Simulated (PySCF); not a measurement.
Members of one series of related molecules.

All values: CAM-B3LYP/def2-SVPD (PySCF) at PBE0-D3(BJ)/def2-SVP geometries, gas phase, one conformer each. Core orbitals are frozen in the response; Δα² is half the sum of the squared differences of the principal polarisabilities.

Task: Rank by dipole moment, lowest first.
A. `[CH3:1][CH2:2][AlH2:3]` with C1–C2–Al3–H 2° and -179°
B. `[AlH2][Cl]`
C. `C[NH][AlH2]`
D. `[CH3:1][CH2:2][CH2:3][AlH2:4]` with C1–C2–C3–Al4 63°, C2–C3–Al4–H -154° and 28°

Result: A (0.71 D), D (0.90 D), C (1.10 D), B (1.42 D).

Task: Rank by HOMO energy, highest first.
A. `[AlH2][Cl]`
B. `[CH3][AlH2]`
C. `[AlH2][NH][SiH3]`
D. `C[NH][AlH2]`
E. `C[CH2][AlH2]`

Result: D (-8.29 eV), E (-8.93 eV), C (-9.10 eV), B (-9.50 eV), A (-9.99 eV).

Task: Rank by polarisability anisotropy Δα, lowest first.
A. `[AlH2][Cl]`
B. `[CH3:1][CH2:2][CH2:3][AlH2:4]` with C1–C2–C3–Al4 63°, C2–C3–Al4–H -154° and 28°
C. `[AlH2][NH][SiH3]`
D. `C[NH][AlH2]`

Result: A (1.72 Å³), B (2.08 Å³), D (2.39 Å³), C (2.82 Å³).

All values together:

```tsv
SMILES	formula	μ (D)	HOMO (eV)	LUMO (eV)	α (Å³)	Δα (Å³)	electrons	α per electron (Å³)	ΔSCF removal energy (eV)
[AlH2][NH][SiH3]	AlH6NSi	0.85	-9.10	-0.01	9.54	2.82	40	0.239	9.88
[AlH2][CH]1CC1	C3H7Al	0.86	-9.01	-0.35	9.32	2.55	38	0.245	9.84
[AlH2][Cl]	AlClH2	1.42	-9.99	-0.76	6.23	1.72	32	0.195	11.15
CC[CH2][AlH2]	C3H9Al	0.90	-8.89	-0.35	9.94	2.08	40	0.249	9.73
C[CH2][AlH2]	C2H7Al	0.71	-8.93	-0.38	8.20	2.26	32	0.256	9.84
[CH3][AlH2]	CH5Al	0.70	-9.50	-0.37	6.41	1.62	24	0.267	10.55
C[NH][AlH2]	CH6AlN	1.10	-8.29	0.26	7.67	2.39	32	0.240	9.15
```

Conformers: `[AlH2:1][CH:2]1[CH2:3][CH2:4]1` with H–Al1–C2–C3 34° and -145°; `[CH3:1][CH2:2][CH2:3][AlH2:4]` with C1–C2–C3–Al4 63°, C2–C3–Al4–H -154° and 28°; `[CH3:1][CH2:2][AlH2:3]` with C1–C2–Al3–H 2° and -179°.

Task: By how much does the ΔSCF value exceed −ε(HOMO) over the species that have both?

Result: By 0.78 to 1.17 eV, 0.92 eV on average, over 7 species.
